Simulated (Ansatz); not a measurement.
Program: Ansatz. Geometries: PBE0-D4/def2-TZVP. ΔE: electronic, gas phase. CCSD(T)/CBS is the MP2 limit (def2-TZVPP, def2-QZVPP) plus CCSD(T) − MP2 in def2-TZVPP, frozen cores. Functionals use def2-TZVPP. B3LYP here is the variant with VWN-RPA as its local correlation; programs differ in this. def2 core potentials past Kr. For W outer-core shells are correlated without core-valence functions, which leaves a few kJ/mol of doubt a bond. One conformer a species, not always the lowest.

`CC(C)=N` + `[O]=[W]([OH])([OH])([Cl])[Cl]` → `C[O][W](=[O])([OH])([Cl])[Cl]` + `CC=N`  (substitution at a C–C bond)

`CC(C)=N`:

Z-matrix (Å, degrees):
```
C
C 1 1.502
H 1 1.091 2 111.6
H 1 1.094 2 110.5 3 121.2
H 1 1.094 2 110.4 3 -121.1
C 2 1.497 1 115.9 3 -179.5
N 2 1.268 1 125.1 3 0.5
H 6 1.094 2 110.6 1 -58.5
H 6 1.088 2 110.2 1 -179.6
H 6 1.094 2 110.5 1 59.5
H 7 1.021 2 110.6 1 -0.0
```

`[O]=[W]([OH])([OH])([Cl])[Cl]`:

Z-matrix (Å, degrees):
```
W
O 1 1.869
O 1 1.869 2 155.9
Cl 1 2.378 2 80.8 3 40.5
O 1 1.678 2 100.7 3 151.9
Cl 1 2.279 2 92.1 3 -100.1
H 2 0.960 1 127.7 3 -17.4
H 3 0.960 1 127.7 2 17.3
```

`C[O][W](=[O])([OH])([Cl])[Cl]`:

Z-matrix (Å, degrees):
```
W
Cl 1 2.334
O 1 1.846 2 158.3
C 1 3.015 2 139.4 3 1.6
O 1 1.904 2 84.0 3 -60.2
O 1 1.681 2 99.9 3 -171.3
Cl 1 2.307 2 86.6 3 78.6
H 1 2.507 2 64.7 3 -64.6
H 4 1.090 1 133.8 2 -169.8
H 4 1.094 1 93.7 2 -47.5
H 4 1.095 1 98.1 2 62.8
```

`CC=N`:

Cartesian coordinates in Å:
```
C 0.492 0.004 0.656
C -0.038 0.045 -0.739
N -1.241 -0.047 -1.115
H 1.036 0.926 0.882
H -0.309 -0.122 1.387
H 1.207 -0.817 0.766
H 0.714 0.171 -1.526
H -1.861 -0.161 -0.310
```

(1) Is it downhill or uphill in electronic energy at CCSD(T)/CBS, and by how much? (Estimate.)

(2) What do these levels give: r2SCAN-D4, ωB97X-V, ωB97M-V, PBE, r2SCAN, B3LYP, HF/def2-TZVPP, CCSD/def2-TZVPP, CCSD(T)/def2-TZVPP, HF/def2-QZVPP, MP2/def2-QZVPP, MP2/CBS(def2)? (Estimate.)

Largest T1 diagnostic among the species: 0.021, so the coupled-cluster value is less sure than usual.

Results:

(1) Computed: Uphill: ΔE = +13.9 kcal/mol.

(2) The calculation gave: r2SCAN-D4 14.2, ωB97X-V 13.7, ωB97M-V 14.4, PBE 13.8, r2SCAN 14.3, B3LYP 12.9, HF/def2-TZVPP 12.5, CCSD/def2-TZVPP 13.2, CCSD(T)/def2-TZVPP 12.9, HF/def2-QZVPP 12.5, MP2/def2-QZVPP 14.2, MP2/CBS(def2) 14.6 kcal/mol.

From PBE to PBE0 (25 % exact exchange), in def2-TZVPP and without D4, ΔE moves by +0.8 kcal/mol.
